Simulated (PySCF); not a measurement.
Calculation: PBE-D3(BJ)/def2-TZVP // PBE0-D4/def2-TZVP (PySCF). Isolated molecules, 0 K electronic values unless said otherwise. Excitations are Tamm–Dancoff values on a coarser integration grid. The basis has no diffuse functions, so Rydberg states are missing or too high.

Reference species (SMILES): `[F][Ga]([F])[Br]` (neutral, multiplicity 1).

The dipole moment comes out as 1.32 D and the S1–T1 gap (TDA) comes out as 0.38 eV. The HOMO is -8.06 eV.

After one change: the dipole moment drops by 0.25 D; the S1–T1 gap (TDA) decreases by 0.03 eV; the HOMO increases by 0.37 eV.

Name the change that produced these shifts. The new species is one of these.
(A) `[Br][Ga]([Br])[Br]`
(B) `[F][Ga]([Br])[Br]`
(C) `[F][Ga]([F])[F]`

B, `[F][Ga]([Br])[Br]`
